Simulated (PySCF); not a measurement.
Cl₆GeSi.

```xyz
8

Si     0.0000     0.0000    -1.3663
Cl    -1.6797    -0.9698    -2.0224
Cl     0.0000     1.9396    -2.0224
Cl     1.6797    -0.9698    -2.0224
Ge     0.0000     0.0000     1.0108
Cl     1.7436     1.0067     1.7632
Cl     0.0000    -2.0133     1.7632
Cl    -1.7436     1.0067     1.7632
```

Coordinates come from a r2SCAN-D4/def2-SVP optimisation. This is a generated structure with no PubChem entry under its InChIKey; it may be hypothetical. Other conformers were not sampled.

Calculation: PBE0/pcSseg-1 (PySCF). Non-relativistic, no solvent.

Computed absolute GIAO shielding of each atom: isotropic value and principal components (ppm):
```csv
atom,σ(iso),σ11,σ22,σ33,span
Si1,326.2,293.3,342.7,342.7,49.4
Cl2,782.1,658.2,741.8,946.5,288.2
Cl3,782.1,658.2,741.8,946.5,288.3
Cl4,782.1,658.2,741.8,946.5,288.2
Ge5,1208.6,1122.3,1251.7,1251.7,129.3
Cl6,774.5,619.4,736.7,967.4,348.0
Cl7,774.5,619.4,736.7,967.4,348.0
Cl8,774.5,619.4,736.7,967.4,348.0
```
